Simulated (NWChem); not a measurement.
Species: TaClF₄; SMILES [F][Ta]([F])([F])([F])[Cl]

Results from NWChem. Medium grid unless said otherwise, to which SCAN and Minnesota functionals are sensitive. Structure relaxed at the PBE0/def2-SVP level. Not confirmed as a minimum by frequencies. def2 effective core potentials on Ta; no spin-orbit coupling. B3LYP is NWChem's, with the RPA form of VWN correlation.

**Question.** Among these, which level gives the highest value of “orbital gap (eV)”?
(A) Hartree-Fock/def2-SVP
(B) MN15-L/def2-SVP
(C) r2SCAN0/def2-SVP
(D) PBE/def2-SVP

**Answer.** A, Hartree-Fock/def2-SVP. Values: PBE/def2-SVP 6.15; MN15-L/def2-SVP 7.04; r2SCAN0/def2-SVP 8.72; Hartree-Fock/def2-SVP 15.54
